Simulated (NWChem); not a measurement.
Molecule: AlH3Se2; SMILES [AlH]([SeH])[SeH]

```xyz
6

Al     0.0000     0.0000    -0.9823
H      0.0000     0.0000    -2.5619
Se    -2.0191     0.3072     0.1115
H     -1.4230     0.2163     1.4531
Se     2.0191    -0.3072     0.1115
H      1.4230    -0.2163     1.4531
```
Atoms are numbered in this order, from 1.

Level: PBE0/def2-SVP (NWChem), optimised geometry, unscaled harmonic frequencies. This build's default masses of Se (78.918 u) and Br (79.917 u) are each other's, which moves their modes by up to 0.6 %.

Q: List the harmonic frequencies with IR intensities, and the thermochemistry.

A: 
```csv
frequency (cm⁻¹),IR intensity (km/mol)
99,4.6
186,0.0
218,37.5
312,19.4
451,8.8
469,42.5
486,83.7
619,0.0
691,160.6
1973,149.7
2457,5.9
2460,12.7
```

- zero-point energy = 14.9 kcal/mol
- thermal correction to the enthalpy at 298.15 K (with zero-point energy) = 19.3 kcal/mol
- heat capacity Cv = 19.0 cal/(mol K)
- entropy at 298.15 K and 1 atm (symmetry number 2) = 80.4 cal/(mol K)
- dipole moment = 0.88 D

Rigid rotor and harmonic oscillator; modes under 100 cm⁻¹ make the entropy uncertain.
